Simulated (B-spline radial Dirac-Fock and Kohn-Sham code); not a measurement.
Two-hole binding energies of Ca⁺

System: calcium as Ca⁺, configuration [Ar] 4s1.

The computed values come from a B-spline atomic structure program: Dirac-Fock (average of configuration) total-energy differences with a finite nucleus, the Breit interaction including its frequency dependence, and self-energy and vacuum-polarisation corrections. U is the two-hole binding energy less the two single-hole energies, the effective repulsion of the holes after relaxation. Each two-hole energy is an average over J within one jj subconfiguration.

```csv
holes,E(a) (eV),E(b) (eV),E(ab) (eV),U (eV)
1s⁻²,4055.5,4055.5,8387.6,276.6
1s⁻¹ 2p1/2⁻¹,4055.5,368.4,4495.8,71.9
1s⁻¹ 2p3/2⁻¹,4055.5,364.8,4491.4,71.1
1s⁻¹ 3p3/2⁻¹,4055.5,41.08,4117.6,21.1
2s⁻²,457.6,457.6,964.5,49.2
2s⁻¹ 2p1/2⁻¹,457.6,368.4,870.4,44.4
2s⁻¹ 2p3/2⁻¹,457.6,364.8,866.7,44.2
2p1/2⁻²,368.4,368.4,792.5,55.7
2s⁻¹ 3p1/2⁻¹,457.6,41.46,?,?
2s⁻¹ 3p3/2⁻¹,457.6,41.08,518.6,19.9
2p3/2⁻¹ 3p1/2⁻¹,364.8,41.46,426.6,20.3
3p1/2⁻²,41.46,41.46,99.77,16.8
3p1/2⁻¹ 3p3/2⁻¹,41.46,41.08,98.28,15.7
3p3/2⁻²,41.08,41.08,98.22,16.1
```

Q: Give the missing two-hole energy and U.

A: E(ab) = 519.1 eV and U = 20.0 eV.
